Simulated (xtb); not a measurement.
CH5MgNS, SMILES C[S][Mg][NH2]. All values are semi-empirical tight-binding results from xtb (GFN2-xTB unless named), good for trends rather than for accurate numbers. Geometry: GFN2-xTB. Other conformers were not sampled.

For metal compounds this method's bond lengths and energies can be far off.

Computed properties:
| Quantity | Result |
|---|---|
| orbital gap | 1.76 eV |
| zero-point energy | 37.7 kcal/mol |
| G − E(el) at 298.15 K (modified RRHO) | 17.2 kcal/mol |
